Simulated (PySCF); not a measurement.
Compound: C3H9BN2.
Numbering: `[NH2:1][B:2]([NH2:3])[CH:4]1[CH2:5][CH2:6]1` (hydrogens: H7, H8 on N1; H9, H10 on N3; H11 on C4; H12, H13 on C5; H14, H15 on C6)

Cartesian coordinates in Å at the PBE0-D3(BJ)/def2-SVP level; atoms count from 1:
```xyz
15
C3H9BN2 angstrom
N      1.500   -1.100    0.589
B      0.977    0.009   -0.119
N      1.762    1.157   -0.393
C     -0.525   -0.020   -0.616
C     -1.595    0.714    0.157
C     -1.596   -0.782    0.115
H      0.966   -1.948    0.701
H      2.441   -1.158    0.950
H      1.363    1.980   -0.820
H      2.729    1.266   -0.126
H     -0.652    0.021   -1.706
H     -2.373    1.246   -0.398
H     -1.309    1.203    1.094
H     -2.379   -1.279   -0.466
H     -1.319   -1.316    1.030
```

All values: CAM-B3LYP/def2-SVPD (PySCF, non-relativistic), on one gas-phase PBE0-D3(BJ)/def2-SVP geometry that isn't relaxed in the solvent. The solvent is an IEF-PCM continuum (van der Waals radii × 1.2). Only the electrostatic response of the medium enters.

Gas phase at CAM-B3LYP/def2-SVPD: HOMO -8.31 eV, LUMO 0.91 eV, dipole 1.12 D.

Q: What does the continuum do to the energy, the frontier levels and the dipole at CAM-B3LYP/def2-SVPD in acetone and methanol?

A: 
```
 solvent      ε  E(solvent) − E(gas) (kcal/mol)  polarisation term (kcal/mol)  distortion of the solute (kcal/mol)  HOMO (eV)  LUMO (eV)  dipole (D)
 acetone  20.49                           -4.75                         -5.13                                 0.38      -8.28       1.03        1.37
methanol  32.61                           -4.90                         -5.31                                 0.41      -8.28       1.03        1.38
```

The first energy column is the sum of the next two and covers electrostatics alone. From acetone to methanol the lowering changes by a factor 1.03, Onsager's factor (ε − 1)/(2ε + 1) by 1.03 and ε itself by 1.6.

Q: Which radius a makes the point-dipole formula ΔE = −[(ε − 1)/(2ε + 1)]·μ²/a³ give the value in methanol, with the gas-phase dipole?

A: μ = 0.442 au and |ΔE| = 0.00781 Eh give a = 1.21 Å; the farthest nucleus lies 3.01 Å from the centroid of the nuclei, so such a sphere wouldn't even hold the nuclei. The formula assumes a rigid point dipole at the centre of a sphere.

Q: Give the dipole vector in the frame of the coordinates (D, pointing from negative to positive charge), gas and methanol.

A: Gas (1.10, 0.07, 0.21), solvent (1.35, 0.05, 0.28). Its length changes by +23 % and its direction by 2°.

Q: How does the static polarisability (CAM-B3LYP/def2-SVPD, frozen core, with the continuum's full static response) change?

A: 
```tsv
medium	isotropic (au)	principal values (au)	⟨r²⟩ of the electrons (bohr²)
gas	64.7	55.0, 67.8, 71.4	653.9
acetone	85.4	76.1, 88.2, 91.9	653.0
methanol	86.2	77.1, 88.8, 92.7	653.0
```

The isotropic value in methanol is 1.33 times the gas-phase one; no cavity-field correction is applied. ⟨r²⟩ is taken about the centre of nuclear charge.
